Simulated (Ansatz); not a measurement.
Isolated molecules relaxed with PBE0-D4/def2-TZVP in Ansatz; ΔE leaves out vibrations. CCSD(T)/CBS is the MP2 limit (def2-TZVPP, def2-QZVPP) plus CCSD(T) − MP2 in def2-TZVPP, frozen cores. This one scheme is used for every species. def2 core potentials past Kr. For Sn outer-core shells are correlated without core-valence functions, which leaves a few kJ/mol of doubt a bond. Each species was taken in one conformer, which may not be the lowest.

Reaction (redistribution): `[SiH3][SnH2][SH]` + `OB(S)Cl` → `[SiH3][SnH2][Cl]` + `OB(S)S`

```csv
species,HF/CBS(def2) energy (Eh)
`[SiH3][SnH2][SH]`,-903.37092
`OB(S)Cl`,-957.97589
`[SiH3][SnH2][Cl]`,-964.78170
`OB(S)S`,-896.57018
```

Problem. Work out ΔE.

Solution. ΔE = (-964.78170) + (-896.57018) − (-903.37092) − (-957.97589) = -0.00507 Eh = -0.14 eV. CCSD(T)/CBS gives -0.07 eV.

Largest T1 diagnostic among the species: 0.013.

In def2-TZVPP, CCSD(T) changes the Hartree–Fock value by +0.08 eV (the triples alone add +0.01 eV) and MP2 by +0.09 eV.
